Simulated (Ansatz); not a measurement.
Basis-set extrapolation for ClH₃NOSi (`N[Si](O)Cl`) radical (PBE0-D4/def2-TZVP geometry, frozen core, the Gaussian-basis code of Ansatz). Multiplicity 2, UHF reference.

|  | def2-TZVPP | def2-QZVPP |
| --- | --- | --- |
| HF | -879.679303 | -879.708243 |
| MP2 correlation | -0.738106 | -0.802050 |
| CCSD(T) correlation | -0.798067 | -0.860121 |

Energies in hartree. Use E(X) = E(∞) + A·exp(−7.88·√X) for Hartree–Fock and E(X) = E(∞) + B·X^(−2.97) for correlation, with X = 3 and 4.

Task: What is the CCSD(T) energy at the basis-set limit?

Result: HF limit: -879.708243 + (-0.028940) × 0.13774 = -879.71223. Correlation limit: -0.860121 + (-0.062054) × 0.74074 = -0.90609. Total: -880.61832 hartree, 370.1 kJ/mol below CCSD(T)/def2-TZVPP.
